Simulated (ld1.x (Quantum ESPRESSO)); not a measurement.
nitrogen (N): excitation energies, all-electron against PAW

N, PAW, made with ld1.x (Quantum ESPRESSO) 7.5 (PBE, non-relativistic). Core [He], reference 2s1.5 2p3.5. Waves: 2s (bound): rcut 0.80, rcutus 1.00 bohr; 2s channel at 2.1 Ry: rcut 0.80, rcutus 1.00 bohr; 2p (bound): rcut 1.40, rcutus 1.85 bohr; 2p channel at 0.35 Ry: rcut 1.40, rcutus 1.85 bohr. Local part: all-electron potential smoothed inside 1.65 bohr (lloc = -1). Core correction: Bessel-smoothed model core inside 0.85 bohr. Augmentation charge: PSQ, inside the norm-conserving radii.

Energies are relative to the spin-unpolarised reference configuration 2s1.5 2p3.5; without spin polarisation the order of configurations can differ from experiment. The frozen-core shift is the all-electron ΔE with the core orbitals held at their reference shape minus the fully relaxed ΔE.

```json
{"valence configuration": "2s2 2p3", "charge": "0", "ΔE all-electron (eV)": "-5.735", "error AE − PS (meV)": "-0.1", "frozen-core shift (meV)": "+0.1"}
{"valence configuration": "2s2 2p2", "charge": "+1", "ΔE all-electron (eV)": "7.862", "error AE − PS (meV)": "-0.5", "frozen-core shift (meV)": "+0.2"}
{"valence configuration": "2s2 2p1", "charge": "+2", "ΔE all-electron (eV)": "36.721", "error AE − PS (meV)": "-4.2", "frozen-core shift (meV)": "+1.6"}
{"valence configuration": "2s1 2p3", "charge": "+1", "ΔE all-electron (eV)": "19.609", "error AE − PS (meV)": "-1.4", "frozen-core shift (meV)": "+0.2"}
{"valence configuration": "2s2 2p3.3", "charge": "-0.3", "ΔE all-electron (eV)": "-7.356", "error AE − PS (meV)": "-0.1", "frozen-core shift (meV)": "+0.1"}
{"valence configuration": "2s1 2p4", "charge": "0", "ΔE all-electron (eV)": "5.742", "error AE − PS (meV)": "-0.1", "frozen-core shift (meV)": "+0.1"}
{"valence configuration": "2s2 2p2.5", "charge": "+0.5", "ΔE all-electron (eV)": "-0.639", "error AE − PS (meV)": "-0.1", "frozen-core shift (meV)": "+0.1"}
```

Levels in the configuration 2s2 2p2.5:

```
level  all-electron (eV)  pseudo (eV)
   2s            -25.094      -25.094
   2p            -13.449      -13.449
```
